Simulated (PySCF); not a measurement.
CH4N2S, SMILES NC(N)=S. The structure is a stationary point at B3LYP-D3(BJ)/def2-SVP. One conformer was computed; it need not be the lowest.

Level of theory: PySCF with B3LYP-D3(BJ)/def2-SVP.

Harmonic wavenumbers (cm⁻¹): 305, 363, 406, 458, 492, 585, 641, 778, 1049, 1064, 1411, 1439, 1599, 1614, 3554, 3562, 3696, 3697. Rotational constants (GHz): 10.50, 5.093, 3.440; symmetry number 2.

Q: Work out the zero-point energy and the ideal-gas rigid-rotor harmonic-oscillator thermochemistry at 298.15 K and 1 atm.

A: ZPE = ½ Σ hcν = ½ × 26713 cm⁻¹ = 38.19 kcal/mol. H − E(el) = 41.83 kcal/mol. Entropy in cal/(mol K): translation 38.90, rotation 23.59, vibration 6.18, total 68.67. G − E(el) = 21.35 kcal/mol. Cp = 18.87 cal/(mol K).
